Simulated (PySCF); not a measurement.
**Bonding in `CC[Si@@](N)(S)N[SiH2]C`**

C3H14N2SSi2.
SMILES with atom numbers: `[CH3:1][CH2:2][Si@@:3]([NH2:4])([SH:5])[NH:6][SiH2:7][CH3:8]` (hydrogens: H9, H10, H11 on C1; H12, H13 on C2; H14, H15 on N4; H16 on S5; H17 on N6; H18, H19 on Si7; H20, H21, H22 on C8)

Structure used (GFN2-xTB), in Å, numbered top down from 1:
```
atom  x, y, z in Å
C1     2.842   -1.217    0.560
C2     1.495   -0.565    0.848
Si3    0.501   -0.167   -0.715
N4     1.481    0.803   -1.751
S5     0.077   -1.934   -1.898
N6    -1.015    0.545   -0.271
Si7   -2.008    0.250    1.124
C8    -3.456    1.469    1.029
H9     3.403   -1.367    1.481
H10    3.433   -0.595   -0.107
H11    2.704   -2.187    0.088
H12    1.654    0.361    1.400
H13    0.911   -1.215    1.499
H14    1.240    0.887   -2.726
H15    1.842    1.676   -1.404
H16    1.343   -2.238   -2.130
H17   -1.505    0.963   -1.048
H18   -2.505   -1.132    1.165
H19   -1.169    0.521    2.296
H20   -4.069    1.302    0.148
H21   -3.114    2.500    1.004
H22   -4.097    1.358    1.897
```

Bond orders from the PBE0/pcSseg-1 density (PySCF). Geometry: GFN2-xTB, one conformer, isolated molecule.

Question: How far do the computed orders between heavy atoms stray from the drawn ones?

Answer: The largest departure is 0.104, at C2–Si3 (drawn single, 0.896).

Question: Set the Mayer orders of the bonds between heavy atoms beside their lengths.

Answer: 
| bond | drawn as | length (Å) | Mayer order |
| --- | --- | --- | --- |
| C1–C2 | single | 1.524 | 1.058 |
| C2–Si3 | single | 1.895 | 0.896 |
| Si3–N4 | single | 1.726 | 1.051 |
| Si3–S5 | single | 2.169 | 1.024 |
| Si3–N6 | single | 1.732 | 0.977 |
| N6–Si7 | single | 1.738 | 0.937 |
| Si7–C8 | single | 1.894 | 0.959 |

Bonds between the same two heavy elements. C–Si: lowest C2–Si3 (0.896, 1.895 Å), highest Si7–C8 (0.959, 1.894 Å). N–Si: lowest N6–Si7 (0.937, 1.738 Å), highest Si3–N4 (1.051, 1.726 Å).

Question: And the bonds to hydrogen?

Answer: C–H: 0.94 to 0.97 (8 bonds); H–N: 0.92 to 0.95 (3 bonds); H–S: 0.92 (1 bond); H–Si: 0.91 to 0.93 (2 bonds).

Question: Sum the orders of all bonds at each heavy atom with more than one neighbour and set the sums beside the valence in the SMILES.

Answer: C1 3.954 (drawn 4), C2 3.831 (drawn 4), Si3 3.948 (drawn 4), N4 2.943 (drawn 3), S5 1.941 (drawn 2), N6 2.832 (drawn 3), Si7 3.742 (drawn 4), C8 3.835 (drawn 4). Orders between atoms that aren't bonded are not in these sums.

For a closed shell the Mayer order of atoms A and B is Σ (PS)μν (PS)νμ over the basis functions μ on A and ν on B, with P the density and S the overlap matrix.

The run behind these numbers computed NMR shieldings as well. Time: 58 s of wall time (grids of density and orbitals included); peak memory 1.0 GiB. Hardware: Arm Neoverse V2, one thread, shared host with 96 logical CPUs at a one-minute load of 52.
